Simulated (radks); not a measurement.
The cobalt ion Co2+ inside a hard spherical wall (all orbitals vanish at R), configuration held at [Ar] 3d7 and not refilled when levels cross. Method: scalar-relativistic Kohn-Sham, PBE, spin-polarised, spherical densities, finite nucleus; open shells are filled with parallel spins first; Fermi nuclear charge, rms radius 3.7875 fm; computed with a radial shooting solver on a logarithmic mesh with Libxc functionals. Eigenvalues in eV for spin up, with the zero of energy where the potential of the charges vanishes at infinity; a dash marks a level that is unbound or too diffuse for the functional's potential to be trusted. A positive occupied level is held by the wall or, in an anion where self-interaction has pushed it up, behind a barrier. The pressure on the wall is -dE/dV.

| R (bohr) | E (hartree) | kinetic (hartree) | e(2p) | e(3s) | e(3p) | e(3d) | e(4s, empty) | e(4p, empty) | pressure (GPa) |
|---|---|---|---|---|---|---|---|---|---|
| free | -1392.27530 | 1410.277 | -789.00 | -122.84 | -86.067 | -28.307 | -21.353 | -14.974 | 0 |
| 20 | -1392.27530 | 1410.277 | -789.00 | -122.84 | -86.067 | -28.307 | -21.353 | -14.974 | < 0.0001 |
| 8 | -1392.27530 | 1410.277 | -789.00 | -122.84 | -86.067 | -28.307 | -21.352 | -14.961 | < 0.0001 |
| 7 | -1392.27529 | 1410.277 | -788.99 | -122.84 | -86.066 | -28.306 | -21.344 | -14.914 | 0.00137 |
| 3.5 | -1392.23053 | 1410.584 | -787.36 | -121.48 | -84.747 | -26.968 | -16.440 | -6.911 | 19.5 |
| 3 | -1392.13374 | 1411.116 | -785.05 | -119.70 | -83.015 | -25.088 | -10.078 | 1.406 | 86.1 |
| 2.5 | -1391.80105 | 1412.768 | -779.47 | -115.67 | -79.034 | -20.496 | 5.529 | 20.086 | 449 |
| 2 | -1390.44550 | 1419.041 | -764.40 | -105.55 | -68.615 | -8.061 | 48.205 | 67.051 | 3120 |
